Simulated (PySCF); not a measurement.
C3H5BO2. Atoms are numbered in the order given.

```xyz
11

C      0.0043     2.5728     0.0000
C      0.6938     1.4084     0.0000
B     -0.0019     0.0189     0.0000
O     -1.3510    -0.1268     0.0000
C      0.7607    -1.4168     0.0000
O      0.0617    -2.4290     0.0000
H     -1.0995     2.5744     0.0000
H      0.4989     3.5595     0.0000
H      1.7987     1.4616     0.0000
H     -1.5163    -1.1043     0.0000
H      1.8885    -1.5262     0.0000
```

Geometry optimised at PBE-D3(BJ)/def2-SVP. This is a generated structure with no PubChem entry under its InChIKey; it may be hypothetical. The values are those of a single conformer.

These are PBE-D3(BJ)/def2-SVP in PySCF values and carry that method's errors.

Harmonic, unscaled wavenumbers; measured fundamentals usually lie a few per cent lower.

Computed normal modes with their intensities:
```
mode  ν (cm⁻¹)  IR (km/mol)  moving atoms (share of kinetic energy)
----  --------  -----------  --------------------------------------
1           64          0.0                  C 40 %, O 28 %, H 24 %
2          161          3.7          O 37 %, C 30 %, H 21 %, B 12 %
3          169          7.8                  C 40 %, H 33 %, O 24 %
4          251         23.5                  O 68 %, H 17 %, C 15 %
5          380          2.6                  C 53 %, O 35 %, H 11 %
6          386          1.4                   H 56 %, B 31 %, O 8 %
7          580         17.0          C 48 %, O 21 %, H 21 %, B 11 %
8          589         23.1                  H 47 %, B 29 %, C 21 %
9          769         14.7                  C 50 %, O 28 %, H 20 %
10         797         53.9                                  H 86 %
11         939         25.1                  H 54 %, C 30 %, B 13 %
12         968         93.8                  H 48 %, B 34 %, C 14 %
13         974         25.9                          H 72 %, C 28 %
14         996          0.1                          H 73 %, C 17 %
15        1015         11.3                           H 91 %, C 9 %
16        1207        141.6                   H 67 %, B 17 %, O 9 %
17        1271         22.2                   H 66 %, C 24 %, B 8 %
18        1344          1.4                   H 72 %, C 14 %, O 9 %
19        1370         47.2           H 57 %, B 24 %, O 10 %, C 9 %
20        1431        151.5          B 51 %, H 28 %, O 12 %, C 10 %
21        1632         89.3                          C 84 %, H 13 %
22        1708         56.7                          C 60 %, O 39 %
23        2783        150.1                                  H 92 %
24        3053         14.9                                  H 95 %
25        3065          9.3                           H 92 %, C 8 %
26        3152          6.6                          H 89 %, C 11 %
27        3451        147.8                                  H 94 %
```
